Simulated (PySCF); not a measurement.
GeI₂, charge -1, doublet, geometry from GFN2-xTB (a state made from the parent by changing its charge; the spin is typed, not shown lowest) (all electrons, no relativity). Base run: HF/3-21G (PySCF).

Here is a job for PySCF.
```python
from pyscf import gto, scf

mol = gto.M(
    atom='''
Ge    0.00262673   -0.01192623    1.28932309
I     1.10279430   -1.88448564   -0.40894272
I    -1.10438024    1.89168638   -0.36951650
''',
    basis='3-21g',
    charge=-1,
    spin=1,
    verbose=3,
)

mf = scf.UHF(mol)
mf.kernel()
mo_i, mo_e, stable_i, stable_e = mf.stability(internal=True, external=True, return_status=True, nroots=6, tol=1e-6)
print('internally stable:', stable_i, ' externally stable:', stable_e)
if not stable_i:
    umf = mf.copy()
    umf.scf_summary = {}
    umf.kernel(umf.make_rdm1(mo_i, mf.mo_occ))
mf.analyze()
```

The bond that is stretched is that between atoms 2 and 1. A test that says stable can miss a lower solution.

Each row names what was changed in the base input (with any setting that the change needs).

| change | ΔE vs base (kcal/mol) | <S^2> | E after following the instability (Eh) | <S^2> there | stability test says |
|---|---|---|---|---|---|
| base | 0.000 | 0.756 | - | - | stable |
| bond × 1.25 | 4.83 | 0.760 | - | - | stable |
| bond × 1.5 | 17.06 | 0.759 | - | - | stable |
| bond × 1.8 | 26.08 | 0.756 | - | - | stable |
| bond × 2.2 | 33.20 | 0.755 | -15840.03679 | 0.75 | internal instability |
| bond × 3.0 | 34.56 | 0.755 | -15840.03252 | 0.76 | internal instability |

On stretching, the SCF can end on different states; <S^2> shows the spin contamination of each.
